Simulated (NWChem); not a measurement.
System: Cd

Here is an NWChem input.

```
start job
memory heap 200 mb stack 900 mb global 1100 mb
geometry units angstroms noautoz
  Cd     0.000000     0.000000     0.000000
end
basis spherical
  Cd library def2-svp
end
ecp
  Cd library def2-ecp
end
dft
  xc n12
  iterations 150
  mulliken
end
task dft energy
```

def2 effective core potentials on Cd; no spin-orbit coupling.

**Question.** Predict the main results of this run. (N12/def2-SVP with def2 effective core potentials on Cd.) Quantities: energy (Ha); highest occupied level (eV); orbital gap (eV).

**Answer.** The energy (Ha) comes out as -168.21, the highest occupied level (eV) is -5.46 and the orbital gap (eV) comes out as 4.63.
